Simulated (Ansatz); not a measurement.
Born–Oppenheimer molecular dynamics of CH2GaNO (6 atoms, charge 0, multiplicity 1). It starts at the highest image of a converged band. Of that band: Neighbouring images differ by up to 3.0 eV, so the band resolves the path poorly. A vibrational analysis at the climbing image gives one clearly imaginary mode, 1302i cm⁻¹: a first-order saddle point.

Method: RKS CAM-B3LYP/def2-SVP in Ansatz.

| Quantity | Value |
| --- | --- |
| ensemble | NVE (velocity Verlet) |
| time step | 0.5 fs |
| steps asked | 200 |
| starting velocities drawn for | 100 K |
| seed | 10132 |

First frame:

```xyz
6
Properties=species:S:1:pos:R:3
N 1.555 -1.679 1.046
C 0.858 -0.896 0.538
Ga -0.033 0.836 -0.893
O -1.684 1.129 -0.376
H 1.304 0.016 -0.680
H -2.001 0.595 0.365
```

(1) What does the run give?

(2) What happens to the structure?

(3) How do temperature and energy run in time?

Answers

(1) The run went to its last step.

* steps done: 200
* time covered: 100 fs
* mean temperature over the second half: 4331 K
* spread of the potential energy over the second half: 28.6 meV per atom
* mean potential energy of the second half above the start: -364.9 meV per atom

The conserved energy stayed within 1.5 meV per atom of its start (net change 0.61 meV per atom), so the integration is sound. The system heated up, since it started high on the potential surface and ran downhill. A run of 0.1 ps of so small a system gives no equilibrium averages. The orbitals stay closed-shell, which can raise the energy where a bond breaks towards radicals; this wasn't checked here.

(2) The step under study would form C2–H5 and break Ga3–H5. These pairs go: C2–H5 1.59 → 1.20 Å, Ga3–H5 1.58 → 6.52 Å. In the last frame they stand as after the step (other bonds may differ from the relaxed reactants and products). Also parted: C2–Ga3 2.42 → 5.83 Å. It ends as GaHO + HCN (or HNC). Pairs count as bonded within 1.25 times the sum of covalent radii (0.12 Å more for H–H). The details hang on the random start.

(3) 
```json
{"time (fs)": "0.0", "T (K)": "100", "potential energy less start (eV)": "0.000", "conserved less start (meV/atom)": "0.00"}
{"time (fs)": "5.0", "T (K)": "73", "potential energy less start (eV)": "0.014", "conserved less start (meV/atom)": "0.02"}
{"time (fs)": "10.0", "T (K)": "67", "potential energy less start (eV)": "0.017", "conserved less start (meV/atom)": "0.04"}
{"time (fs)": "15.0", "T (K)": "123", "potential energy less start (eV)": "-0.012", "conserved less start (meV/atom)": "0.07"}
{"time (fs)": "20.0", "T (K)": "921", "potential energy less start (eV)": "-0.424", "conserved less start (meV/atom)": "0.01"}
{"time (fs)": "25.0", "T (K)": "1263", "potential energy less start (eV)": "-0.608", "conserved less start (meV/atom)": "-1.01"}
{"time (fs)": "30.0", "T (K)": "1692", "potential energy less start (eV)": "-0.824", "conserved less start (meV/atom)": "-0.11"}
{"time (fs)": "35.0", "T (K)": "2346", "potential energy less start (eV)": "-1.159", "conserved less start (meV/atom)": "0.38"}
{"time (fs)": "40.0", "T (K)": "2984", "potential energy less start (eV)": "-1.487", "conserved less start (meV/atom)": "0.63"}
{"time (fs)": "45.0", "T (K)": "3691", "potential energy less start (eV)": "-1.853", "conserved less start (meV/atom)": "0.60"}
{"time (fs)": "50.0", "T (K)": "3857", "potential energy less start (eV)": "-1.942", "conserved less start (meV/atom)": "0.12"}
{"time (fs)": "55.0", "T (K)": "3817", "potential energy less start (eV)": "-1.916", "conserved less start (meV/atom)": "1.04"}
{"time (fs)": "60.0", "T (K)": "4063", "potential energy less start (eV)": "-2.048", "conserved less start (meV/atom)": "0.09"}
{"time (fs)": "65.0", "T (K)": "4212", "potential energy less start (eV)": "-2.125", "conserved less start (meV/atom)": "0.24"}
{"time (fs)": "70.0", "T (K)": "3903", "potential energy less start (eV)": "-1.963", "conserved less start (meV/atom)": "0.63"}
{"time (fs)": "75.0", "T (K)": "4145", "potential energy less start (eV)": "-2.088", "conserved less start (meV/atom)": "0.57"}
{"time (fs)": "80.0", "T (K)": "3953", "potential energy less start (eV)": "-1.992", "conserved less start (meV/atom)": "0.12"}
{"time (fs)": "85.0", "T (K)": "4076", "potential energy less start (eV)": "-2.051", "conserved less start (meV/atom)": "0.83"}
{"time (fs)": "90.0", "T (K)": "4156", "potential energy less start (eV)": "-2.096", "conserved less start (meV/atom)": "0.11"}
{"time (fs)": "95.0", "T (K)": "3942", "potential energy less start (eV)": "-1.985", "conserved less start (meV/atom)": "0.21"}
{"time (fs)": "100.0", "T (K)": "3826", "potential energy less start (eV)": "-1.923", "conserved less start (meV/atom)": "0.61"}
```

The run took 6.2 min on 2 threads of Arm Neoverse V1, on a shared host, peak memory 0.22 GiB.
